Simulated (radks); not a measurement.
Values are calculated unless marked as measured or tabulated.
Excited configurations of As: one electron is placed in a higher orbital outside [Ar] 3d10 4s2 4p2. The ground configuration is [Ar] 3d10 4s2 4p3. Code: a radial shooting solver on a logarithmic mesh with Libxc functionals. Model: Dirac Kohn-Sham, LDA (Slater exchange, Perdew-Wang correlation), spin-unpolarised, spherical densities, finite nucleus; open shells fill j = l - 1/2 first; Fermi nuclear charge, rms radius 4.0968 fm. Excitation = E - E(ground); binding = E(ion) - E, where the ion is the core of charge +1; n* = 1/sqrt(2 binding) in atomic units, and the quantum defect is n - n*.

[
 {"outer orbital": "6s1/2", "excitation (eV)": "7.478", "binding (eV)": "1.666", "n*": "2.857", "quantum defect": "3.143", "eigenvalue (eV)": "-1.013", "<r> (bohr)": "13.12"},
 {"outer orbital": "6p1/2", "excitation (eV)": "7.881", "binding (eV)": "1.264", "n*": "3.281", "quantum defect": "2.719", "eigenvalue (eV)": "-0.756", "<r> (bohr)": "16.49"},
 {"outer orbital": "6f5/2", "excitation (eV)": "8.689", "binding (eV)": "0.455", "n*": "5.466", "quantum defect": "0.534", "eigenvalue (eV)": "-0.289", "<r> (bohr)": "44.38"},
 {"outer orbital": "7s1/2", "excitation (eV)": "8.168", "binding (eV)": "0.976", "n*": "3.733", "quantum defect": "3.267", "eigenvalue (eV)": "-0.625", "<r> (bohr)": "22.75"},
 {"outer orbital": "7p1/2", "excitation (eV)": "8.350", "binding (eV)": "0.794", "n*": "4.139", "quantum defect": "2.861", "eigenvalue (eV)": "-0.506", "<r> (bohr)": "27.36"},
 {"outer orbital": "7d3/2", "excitation (eV)": "8.613", "binding (eV)": "0.532", "n*": "5.056", "quantum defect": "1.944", "eigenvalue (eV)": "-0.344", "<r> (bohr)": "40.15"},
 {"outer orbital": "7f5/2", "excitation (eV)": "8.801", "binding (eV)": "0.344", "n*": "6.293", "quantum defect": "0.707", "eigenvalue (eV)": "-0.228", "<r> (bohr)": "61.80"}
]

The Delta-SCF ionisation energy is 9.145 eV (NIST Atomic Spectra Database: 9.789 eV, measured). Self-interaction in the functional shifts the binding energies and quantum defects, so they are the method's values and not measured ones. Spin polarisation and multiplet splitting are left out, so open shells lie too high by an amount that depends on their filling.

Beside tabulated values, note that spin-unpolarised runs miss the spin-polarisation part of the exchange energy of open shells.
